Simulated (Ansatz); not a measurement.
Molecule: sum formula H$_{7}$SiN$_{3}$O (charge 0, singlet). 
Coordinates optimised at B3LYP-D3(BJ)/def2-TZVP (Ansatz, a quantum-chemistry and plane-wave program):
```xyz
12

N     -0.8475     1.3838    -0.5632
Si    -0.0011     0.0044    -0.0139
N     -1.1967    -1.1833     0.2732
N      0.9196    -0.0129     1.4433
O      1.1050    -0.1937    -1.2296
H     -1.6142     1.7785    -0.0458
H     -0.3994     2.0570    -1.1619
H     -0.9787    -2.0404     0.7541
H     -1.9672    -1.2921    -0.3655
H      1.7672     0.5298     1.5030
H      0.4419    -0.0250     2.3311
H      1.7983    -0.8347    -1.0569
```

Basis-set convergence of Hartree-Fock and CCSD correlation energies (hartree) with Ansatz. Valence correlation only, unless marked. Spin-orbit coupling is left out. Non-relativistic.

```tsv
basis	functions	E(HF)	E(corr, CCSD)
aug-cc-pV(D+d)Z	187	-531.43194	-0.88973
aug-cc-pV(T+d)Z	400	-531.51710	-1.05607
aug-cc-pV(Q+d)Z	731	-531.53612	-1.10975
```

Extrapolating the two largest sets (X = 3 and 4) as X^-3: E(corr) = (64·(-1.10975) - 27·(-1.05607))/37 = -1.1489 Eh, an estimate of the basis-set limit. The largest set recovers 96.6 % of it, the smallest 77.4 %.
